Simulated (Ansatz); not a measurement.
The cluster K₂S₂⁻. Total charge -1; doublet. Geometry r2SCAN-D4/def2-TZVPD, basis def2-TZVPD, Ansatz.

Cartesian coordinates in Å:
```
K 1.690 -0.635 0.693
K -1.691 0.635 -0.692
S 0.980 1.893 -0.654
S -0.979 -1.894 0.654
```

| run | HOMO (eV) | LUMO (eV) |
| --- | --- | --- |
| A | 0.15 | 0.54 |
| B | 0.24 | 0.37 |
| C | -0.27 | 0.91 |
| D | -0.29 | 1.12 |
| E | -0.45 | 1.93 |

B3LYP takes the VWN-RPA correlation. Another isomer (doublet) lies 0.65 eV lower at PBE0-D4/def2-TZVPD; other spin states weren't run for this one.

HOMO and LUMO are taken over both spins.

Task: The runs used B3LYP, BHLYP, PBE, PBE0, r2SCAN. Estimate which is which.

Result: A r2SCAN (0 % exact exchange); B PBE (0 % exact exchange); C B3LYP (20 % exact exchange); D PBE0 (25 % exact exchange); E BHLYP (50 % exact exchange). Exact exchange lowers occupied and raises empty levels; among semilocal functionals meta-GGAs tend to open the gap a little, and such runs are hard to tell apart. The gap grows from 0.13 eV (PBE) to 2.37 eV (BHLYP). At r2SCAN-D4/def2-TZVPD, PBE-D4/def2-TZVPD the highest occupied level of the charge -1 doublet lies above zero (up to 0.24 eV). The electron is either unbound and held by the finite basis, or the level is raised by self-interaction error.
